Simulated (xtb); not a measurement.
Species: C4H6Si, SMILES `C=[SiH]C#CC` (charge 0, multiplicity 1).

Give a relaxed geometry from GFN2-xTB run with xtb 6.7.1.

the end point of this relaxation (outside a Z-matrix the atoms follow the SMILES, hydrogens last).
Cartesian coordinates (Å) in one orientation:
```xyz
11

C      2.948     0.163     0.260
Si     1.611    -0.906    -0.105
C     -0.131    -0.348    -0.237
C     -1.269     0.040    -0.323
C     -2.636     0.501    -0.423
H      3.963    -0.186     0.330
H      2.813     1.218     0.426
H      1.666    -2.344    -0.347
H     -3.201    -0.142    -1.098
H     -3.108     0.483     0.560
H     -2.657     1.521    -0.805
```
